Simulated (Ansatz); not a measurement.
CH6OSSi2 can be A, `O[SiH]1[SiH2]CS1`, or B, `O[SiH]1CS[SiH2]1`.

Program: Ansatz. Geometries: PBE0-D4/def2-TZVP. ΔE: electronic, gas phase. CCSD(T)/CBS is the MP2 limit (def2-TZVPP, def2-QZVPP) plus CCSD(T) − MP2 in def2-TZVPP, frozen cores. Functionals use def2-TZVPP. B3LYP here is the variant with VWN-RPA as its local correlation; programs differ in this. Each species was taken in one conformer, which may not be the lowest.

A:

```xyz
11

O     0.873    2.277    1.113
Si    0.764    1.143   -0.073
Si    0.365   -1.104    0.385
C    -1.083   -0.903   -0.830
S    -1.200    0.929   -0.941
H     0.218    2.226    1.812
H     1.819    1.558   -1.029
H    -0.156   -1.292    1.769
H     1.309   -2.218    0.087
H    -2.034   -1.303   -0.476
H    -0.877   -1.315   -1.818
```

B:

Z-matrix (Å, degrees):
```
Si
C 1 1.893
O 1 1.648 2 112.2
Si 1 2.332 2 84.0 3 -113.2
H 1 1.486 2 116.5 3 120.4
S 2 1.843 1 99.3 3 90.7
H 2 1.092 1 114.6 3 -25.8
H 2 1.092 1 114.3 3 -152.1
H 3 0.959 1 116.5 2 -55.5
H 4 1.488 1 121.9 2 128.5
H 4 1.490 1 119.5 2 -91.5
```

**Question.** Which is lower in electronic energy at CCSD(T)/CBS, and by how much? (Best estimate.)

**Answer.** Ansatz gave: A, by 9.7 kJ/mol.

**Question.** Give E(B) − E(A) in kJ/mol with B3LYP-D4, B2PLYP, HF/def2-TZVPP, MP2/def2-TZVPP, ωB97M-V, B3LYP, PBE-D4. (Estimate.)

**Answer.** The calculation gave: B3LYP-D4 10.1, B2PLYP 10.5, HF/def2-TZVPP 9.0, MP2/def2-TZVPP 9.8, ωB97M-V 9.6, B3LYP 10.9, PBE-D4 10.9. None reverses the order clearly.

Largest T1 diagnostic: 0.013.
